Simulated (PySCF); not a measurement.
SMILES O[Si](C#CB(C)C)(O)O (GFN2-xTB optimised geometry):

```
18

Si    -0.785    -0.692     0.000
O     -1.297    -1.416    -1.363
O     -1.303     0.849     0.000
O      0.841    -0.692     0.000
C     -1.441    -1.586     1.492
C     -1.874    -2.170     2.464
B     -2.411    -2.893     3.673
C     -3.918    -3.362     3.681
C     -1.458    -3.170     4.902
H     -2.194    -1.280    -1.648
H     -0.870     1.481     0.564
H      1.303    -1.481    -0.265
H     -4.133    -4.120     4.430
H     -4.247    -3.733     2.712
H     -4.551    -2.502     3.905
H     -0.643    -2.456     4.988
H     -1.990    -3.206     5.850
H     -1.000    -4.151     4.767
```

Level of theory: CAM-B3LYP/def2-SVP (PySCF 2.14.0).

**Question.** What are the frontier orbital energies and the dipole moment?

**Answer.** HOMO-2 -10.63 eV, HOMO-1 -9.49 eV, HOMO -8.89 eV, LUMO -0.41 eV, LUMO+1 1.75 eV; dipole moment 0.82 D.

Meta-Löwdin charges at CAM-B3LYP/def2-SVP: Si1 1.43, O2 -0.71, O3 -0.71, O4 -0.71, C5 -0.30, C6 -0.09, B7 0.23, C8 -0.41, C9 -0.41, H10 0.34, H11 0.34, H12 0.34, H13 0.10, H14 0.11, H15 0.12, H16 0.11, H17 0.10, H18 0.12.
